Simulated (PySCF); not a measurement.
PySCF input for Si(H)2(Cl)2 cation (Cl2H2Si), SMILES Cl[SiH2]Cl (connectivity only; charge and spin as stated), charge +1, multiplicity 2, PBE-D3(BJ)/def2-TZVP. Coordinates come from a PBE-D3(BJ)/def2-TZVP optimisation. The multiplicity is an assumed one; other spin states were not compared. The isomer is the one that the SMILES or the coordinates give; other isomers of the formula were not compared.

```python
import numpy as np
from pyscf import gto, scf, dft, df
from pyscf.hessian import thermo

mol = gto.M(
    atom='''
    Si    0.00000000    0.00000000   -0.67156484
    Cl    1.73794148    0.00000000    0.36891607
    Cl   -1.73794148    0.00000000    0.36891607
    H     0.00000000   -1.23317958   -1.57061933
    H     0.00000000    1.23317958   -1.57061933
    ''',
    basis='def2-TZVP',
    charge=1,
    spin=1,
    max_memory=1600,
    verbose=3,
)
mf = dft.UKS(mol, xc='pbe').density_fit(auxbasis='def2-universal-jkfit')
mf.disp = 'd3bj'
mf.grids.level = 3
mf.conv_tol = 1e-11
mf.max_cycle = 100
mf.kernel()
fine, coarse = mf.grids, dft.Grids(mol).set(level=1).build(with_non0tab=True)
for _ in range(3):  # follow internal instabilities
    mf.grids = coarse
    mo, _, stable, _ = mf.stability(return_status=True, nroots=4)
    mf.grids = fine
    if stable:
        break
    mf.kernel(mf.make_rdm1(mo, mf.mo_occ))

# [left out here: the lines that compute and print the analytic Hessian (its translational invariance restored by hand, since the grid's response is missing), thermochemistry and intensities]
```

Program output:

```

WARN: HOMO -0.312097463116523 >= LUMO -0.312097463116533

converged SCF energy = -1210.3087857345  <S^2> = 0.75355587  2S+1 = 2.0035527
<class 'pyscf.df.df_jk.DFUKS'> wavefunction is stable in the internal stability analysis

WARN: DFTD3 does not support analytical Hessian, using finite difference


WARN: Mole.unit (angstrom) is changed to Bohr

Mode                                 0                   1                   2
Irrep
Freq [cm^-1]                       74.5818            173.5755            434.0756
Reduced mass [au]                   1.3549             20.9692              6.2237
Force const [Dyne/A]                0.0044              0.3722              0.6909
Char temp [K]                     107.3066            249.7366            624.5382
Normal mode                   x     y     z       x     y     z       x     y     z
       0  Si                -0.00 -0.09 -0.00    0.00 -0.00  0.10   -0.00 -0.00  0.12
       1  Cl                 0.00  0.03  0.00    0.09  0.00 -0.04   -0.07  0.00 -0.04
       2  Cl                -0.00  0.03  0.00   -0.09  0.00 -0.04    0.07  0.00 -0.04
       3   H                 0.00  0.35 -0.49    0.00  0.00  0.09    0.00  0.18 -0.19
       4   H                 0.00  0.35  0.49    0.00 -0.00  0.09   -0.00 -0.18 -0.19
Mode                                 3                   4                   5
Irrep
Freq [cm^-1]                      486.9555            527.7115            583.1496
Reduced mass [au]                   1.0220              2.4156              1.1872
Force const [Dyne/A]                0.1428              0.3963              0.2379
Char temp [K]                     700.6206            759.2594            839.0225
Normal mode                   x     y     z       x     y     z       x     y     z
       0  Si                -0.00 -0.00  0.00   -0.13  0.00 -0.00    0.00  0.00  0.02
       1  Cl                -0.00  0.01 -0.00    0.04 -0.00  0.02   -0.04 -0.00 -0.02
       2  Cl                 0.00 -0.01 -0.00    0.04 -0.00 -0.02    0.04 -0.00 -0.02
       3   H                -0.70  0.00 -0.00    0.44 -0.00  0.00   -0.00 -0.34  0.55
       4   H                 0.70  0.00  0.00    0.44  0.00  0.00   -0.00  0.34  0.55
Mode                                 6                   7                   8
Irrep
Freq [cm^-1]                      620.5241           1851.0005           1951.6498
Reduced mass [au]                   1.7512              1.0378              1.0247
Force const [Dyne/A]                0.3973              2.0949              2.2995
Char temp [K]                     892.7960           2663.1777           2807.9895
Normal mode                   x     y     z       x     y     z       x     y     z
       0  Si                 0.08  0.00  0.00    0.00  0.03  0.00   -0.00 -0.00  0.02
       1  Cl                -0.05 -0.00 -0.04    0.00  0.00  0.00    0.00 -0.00  0.00
       2  Cl                -0.05 -0.00  0.04   -0.00  0.00  0.00   -0.00 -0.00  0.00
       3   H                 0.53 -0.00  0.00    0.00 -0.53 -0.45    0.00 -0.59 -0.38
       4   H                 0.53  0.00  0.00   -0.00 -0.53  0.45    0.00  0.59 -0.38
temperature 298.1500 [K]
pressure 101325.00 [Pa]
Rotational constants [GHz] 16.74222 2.32663 2.09467
Symmetry number 2
Zero-point energy (ZPE) 0.01527 [Eh]   40094.183 [J/mol]
                           tot       elec      trans        rot        vib
Entropy [J/mol/K]       313.722      5.763    166.304    102.100     39.555
Cv [J/mol/K]             65.930      0.000     12.472     12.472     40.987
Cp [J/mol/K]             74.245      0.000     20.786     12.472     40.987
Internal energy [J/mol]                      3718.434   3718.434  46458.595
Internal energy [Eh]   -1210.28826  -1210.30879
Enthalpy [J/mol]                             6197.391   3718.434  46458.595
Enthalpy [Eh]          -1210.28731
Gibbs free energy [J/mol]                  -43386.236 -26722.666  34665.247
Gibbs free energy [Eh] -1210.32294
mode   freq/cm-1   IR/(km/mol)
   1       74.58         3.106
   2      173.58         5.871
   3      434.08         0.001
   4      486.96         0.000
   5      527.71         6.053
   6      583.15        20.236
   7      620.52        34.816
   8     1851.00       169.782
   9     1951.65       136.091
max |gradient| / (hartree/bohr): 1.799437207523361e-05
APT charges: [0.2882 0.1341 0.1341 0.2217 0.2217]
```

The calculation finished and met its thresholds.

Cost: about 120 core-seconds (a rough figure).
